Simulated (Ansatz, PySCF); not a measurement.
System: C₃H₁₀GeN, charge 0, multiplicity 2. SMILES: [CH2][N]([GeH3])CC
Geometry from a B3LYP-D3(BJ)/def2-TZVP (Ansatz, a first-principles code) optimisation:
```
N
C 1 1.3800
H 2 1.0796 1 118.69
H 2 1.0796 3 119.69 1 -160.45
C 1 1.4591 2 117.70 3 -170.44
H 5 1.0918 1 108.77 2 -163.01
H 5 1.0973 6 106.66 1 -117.96
C 5 1.5264 6 109.25 7 -118.75
H 8 1.0904 5 110.98 6 -179.95
H 8 1.0912 9 108.02 5 -121.32
H 8 1.0921 9 108.20 10 -117.36
Ge 1 1.8572 2 119.09 3 27.71
H 12 1.5363 1 106.43 2 -164.56
H 12 1.5363 13 112.00 6 -143.03
H 12 1.5447 13 110.35 14 -122.44
```
Charge 0, spin multiplicity 2.

Wanted: size of the dipole moment, in D. Set-up: no spin-orbit coupling; LANL2DZ with its own core potentials from Na on; 6-31G* and kin with 6d, 5d where marked; UHF or UKS for open shells; non-relativistic; dispersion terms only where a functional's name holds one. Ab initio and DFT rows: single points at B3LYP-D3(BJ) geometries (Ansatz).

| level | program | size of the dipole moment (D) |
|---|---|---|
| SVWN5/6-31G* | Ansatz | 1.06 |
| SVWN5/6-31G* with LANL2DZ past Ar | Ansatz | 1.06 |
| PBE/6-31G* | Ansatz | 0.99 |
| PBE/def2-SVP | Ansatz | 1.01 |
| BLYP/6-31G* | Ansatz | 0.99 |
| BP86/6-31G* with LANL2DZ past Ar (5d) | PySCF | 0.99 |
| B3LYP/LANL2DZ | Ansatz | 1.27 |
| B3LYP/6-31G* | Ansatz | 0.97 |
| B3LYP/6-31G** | Ansatz | 0.98 |
| M06-2X/6-31G* with LANL2DZ past Ar (5d) | PySCF | 0.98 |

No value to compare with is used here. The 10 habitual levels span 0.97 (B3LYP/6-31G*) to 1.27 D (B3LYP/LANL2DZ).

The levels are drawn from those run, B3LYP/6-31G* more often than the rest, none by its result; left out are runs that failed, that the program found above a lower state of the same kind, or whose <S^2> lies over 0.5 above the pure value.
